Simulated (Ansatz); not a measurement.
Species: SiCl, charge 0, multiplicity 2. SMILES: [Si]Cl
Coordinates optimised at B3LYP-D3(BJ)/def2-TZVP (Ansatz, a first-principles code):
```
Si
Cl 1 2.0838
```
Charge 0, spin multiplicity 2.

Quantity: atomisation energy (electronic, to ground-state atoms), in eV. Valence correlation only, unless marked. UHF or UKS for open shells. No spin-orbit coupling. Non-relativistic. The coupled-cluster limit lacks core correlation, which all-electron functionals hold. CBS marks a two-point X^-3 extrapolation of the correlation energy; Hartree-Fock from the larger set (for Q and 5 zeta extrapolated as (X+1)exp(-9√X)).

```tsv
level	program	atomisation energy (eV)
PBE0-D4/def2-TZVPD	Ansatz + dftd4	…
HSE06/def2-TZVPD	Ansatz	4.46
SCS-MP2/cc-pVTZ	Ansatz	4.19
CCSD(T)/CBS(cc-pV(Q+d)Z,cc-pV(5+d)Z)	Ansatz	4.46
```

Q: What belongs in the gaps?

A: 
- PBE0-D4/def2-TZVPD, atomisation energy (eV): 4.49
